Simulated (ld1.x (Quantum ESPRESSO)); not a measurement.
gold PAW: all-electron and pseudo phase curves

- Element: Au (Z = 79)
- Generator: ld1.x (Quantum ESPRESSO) 7.5
- Type: PAW
- Functional: BLYP
- Relativity: scalar-relativistic
- Frozen core: [Kr] 4d10 4f14
- Valence charge: 19
- Reference configuration: 5s2 5p6 5d10 6s1 6p0
- Partial waves: 5s (bound): rcut 1.25, rcutus 1.75 bohr; 6s (bound): rcut 1.25, rcutus 1.75 bohr; 5p (bound): rcut 1.40, rcutus 1.65 bohr; 6p (bound, empty): rcut 1.40, rcutus 1.65 bohr; 5d (bound): rcut 1.80, rcutus 2.15 bohr; 5d channel at -0.2 Ry: rcut 1.80, rcutus 2.15 bohr
- Local potential: all-electron potential smoothed inside 1.95 bohr (lloc = -2)
- Core correction: a·sin(br)/r model core, default radius (ld1.x builds one for every PAW set, though the input has nlcc=.false.)
- Augmentation charge: BESSEL, radius 1.00 bohr

The phase is arctan(r·u′/u) with u = r·R(r), unwrapped; energies in Ry, scanned from -10 to 5 Ry. A pole is an energy at which the radial function vanishes at the test radius. The pseudo phase is shifted by a multiple of π to meet the all-electron one at the reference energy, and phase errors are pseudo minus all-electron; the curves can meet again beyond the range given. Levels narrower than the energy grid can be missing from the lists of poles.

```tsv
channel	radius (bohr)	reference energy (Ry)	poles, all-electron	poles, pseudo	unbroken range about the reference energy with phases within 0.05 rad	phase error 1 Ry above the reference energy (rad)
s	2.34	-0.42	-7.94, 2.76	-7.93, 2.76	the whole range	+0.002
p	2.34	-0.06	-4.30, 4.90	-4.30, 4.92	the whole range	+0.014
d	2.34	-0.50	0.10	0.10	below 3.2	+0.001
```

Phases in the d channel:

```json
{"E (Ry)": "-10.00", "all-electron": "1.435", "pseudo": "1.435"}
{"E (Ry)": "-9.76", "all-electron": "1.434", "pseudo": "1.434"}
{"E (Ry)": "-9.52", "all-electron": "1.432", "pseudo": "1.432"}
{"E (Ry)": "-9.28", "all-electron": "1.430", "pseudo": "1.430"}
{"E (Ry)": "-9.04", "all-electron": "1.428", "pseudo": "1.428"}
{"E (Ry)": "-8.80", "all-electron": "1.426", "pseudo": "1.426"}
{"E (Ry)": "-8.56", "all-electron": "1.424", "pseudo": "1.424"}
{"E (Ry)": "-8.32", "all-electron": "1.422", "pseudo": "1.422"}
{"E (Ry)": "-8.08", "all-electron": "1.420", "pseudo": "1.420"}
{"E (Ry)": "-7.84", "all-electron": "1.417", "pseudo": "1.417"}
{"E (Ry)": "-7.60", "all-electron": "1.415", "pseudo": "1.415"}
{"E (Ry)": "-7.36", "all-electron": "1.412", "pseudo": "1.412"}
{"E (Ry)": "-7.12", "all-electron": "1.410", "pseudo": "1.410"}
{"E (Ry)": "-6.88", "all-electron": "1.407", "pseudo": "1.407"}
{"E (Ry)": "-6.64", "all-electron": "1.404", "pseudo": "1.404"}
{"E (Ry)": "-6.40", "all-electron": "1.401", "pseudo": "1.401"}
{"E (Ry)": "-6.16", "all-electron": "1.397", "pseudo": "1.397"}
{"E (Ry)": "-5.92", "all-electron": "1.393", "pseudo": "1.393"}
{"E (Ry)": "-5.68", "all-electron": "1.389", "pseudo": "1.389"}
{"E (Ry)": "-5.44", "all-electron": "1.385", "pseudo": "1.385"}
{"E (Ry)": "-5.20", "all-electron": "1.381", "pseudo": "1.381"}
{"E (Ry)": "-4.96", "all-electron": "1.376", "pseudo": "1.376"}
{"E (Ry)": "-4.72", "all-electron": "1.371", "pseudo": "1.371"}
{"E (Ry)": "-4.48", "all-electron": "1.365", "pseudo": "1.365"}
{"E (Ry)": "-4.24", "all-electron": "1.358", "pseudo": "1.358"}
{"E (Ry)": "-4.00", "all-electron": "1.351", "pseudo": "1.351"}
{"E (Ry)": "-3.76", "all-electron": "1.343", "pseudo": "1.343"}
{"E (Ry)": "-3.52", "all-electron": "1.334", "pseudo": "1.334"}
{"E (Ry)": "-3.28", "all-electron": "1.324", "pseudo": "1.324"}
{"E (Ry)": "-3.04", "all-electron": "1.312", "pseudo": "1.312"}
{"E (Ry)": "-2.80", "all-electron": "1.298", "pseudo": "1.298"}
{"E (Ry)": "-2.56", "all-electron": "1.281", "pseudo": "1.282"}
{"E (Ry)": "-2.32", "all-electron": "1.260", "pseudo": "1.260"}
{"E (Ry)": "-2.08", "all-electron": "1.233", "pseudo": "1.233"}
{"E (Ry)": "-1.84", "all-electron": "1.196", "pseudo": "1.197"}
{"E (Ry)": "-1.60", "all-electron": "1.142", "pseudo": "1.143"}
{"E (Ry)": "-1.36", "all-electron": "1.054", "pseudo": "1.055"}
{"E (Ry)": "-1.12", "all-electron": "0.882", "pseudo": "0.884"}
{"E (Ry)": "-0.88", "all-electron": "0.441", "pseudo": "0.446"}
{"E (Ry)": "-0.64", "all-electron": "-0.584", "pseudo": "-0.578"}
{"E (Ry)": "-0.40", "all-electron": "-1.221", "pseudo": "-1.219"}
{"E (Ry)": "-0.16", "all-electron": "-1.453", "pseudo": "-1.452"}
{"E (Ry)": "0.08", "all-electron": "-1.565", "pseudo": "-1.565"}
{"E (Ry)": "0.32", "all-electron": "-1.635", "pseudo": "-1.634"}
{"E (Ry)": "0.56", "all-electron": "-1.685", "pseudo": "-1.684"}
{"E (Ry)": "0.80", "all-electron": "-1.726", "pseudo": "-1.725"}
{"E (Ry)": "1.04", "all-electron": "-1.762", "pseudo": "-1.761"}
{"E (Ry)": "1.28", "all-electron": "-1.798", "pseudo": "-1.796"}
{"E (Ry)": "1.52", "all-electron": "-1.835", "pseudo": "-1.833"}
{"E (Ry)": "1.76", "all-electron": "-1.876", "pseudo": "-1.873"}
{"E (Ry)": "2.00", "all-electron": "-1.923", "pseudo": "-1.919"}
{"E (Ry)": "2.24", "all-electron": "-1.981", "pseudo": "-1.974"}
{"E (Ry)": "2.48", "all-electron": "-2.054", "pseudo": "-2.044"}
{"E (Ry)": "2.72", "all-electron": "-2.153", "pseudo": "-2.136"}
{"E (Ry)": "2.96", "all-electron": "-2.292", "pseudo": "-2.265"}
{"E (Ry)": "3.20", "all-electron": "-2.498", "pseudo": "-2.453"}
{"E (Ry)": "3.44", "all-electron": "-2.800", "pseudo": "-2.730"}
{"E (Ry)": "3.68", "all-electron": "-3.197", "pseudo": "-3.104"}
{"E (Ry)": "3.92", "all-electron": "-3.595", "pseudo": "-3.503"}
{"E (Ry)": "4.16", "all-electron": "-3.899", "pseudo": "-3.827"}
{"E (Ry)": "4.40", "all-electron": "-4.104", "pseudo": "-4.052"}
{"E (Ry)": "4.64", "all-electron": "-4.242", "pseudo": "-4.203"}
{"E (Ry)": "4.88", "all-electron": "-4.338", "pseudo": "-4.308"}
```
